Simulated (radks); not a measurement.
Results of a calculation; reference values are marked as such.
Orbital eigenvalues (eV) of the rubidium ion Rb25+, [Ne] 3s2, at several levels of relativity; Dirac values are averaged over j with weights 2j + 1. Spin-unpolarised spherical Kohn-Sham, LDA (Slater exchange, Perdew-Wang correlation), point nucleus unless stated (finite: rms radius 4.2036 fm), a radial shooting solver on a logarithmic mesh with Libxc functionals. A level marked "c x" has the speed of light scaled by that factor.

shell	non-rel.	scalar-rel.	Dirac, c x 0.85	Dirac, c x 100	change of magnitude, last against first (%)
1s	-15919	-16214	-16327	-15919	0.00
2s	-3076.2	-3148.3	-3176.5	-3076.2	0.00
2p	-2913.2	-2934.9	-2943.5	-2913.2	0.00
3s	-1198.5	-1219.0	-1227.0	-1198.5	0.00
3p (empty)	-1143.6	-1151.6	-1154.8	-1143.6	0.00
4s (empty)	-630.54	-638.85	-642.10	-630.54	0.00
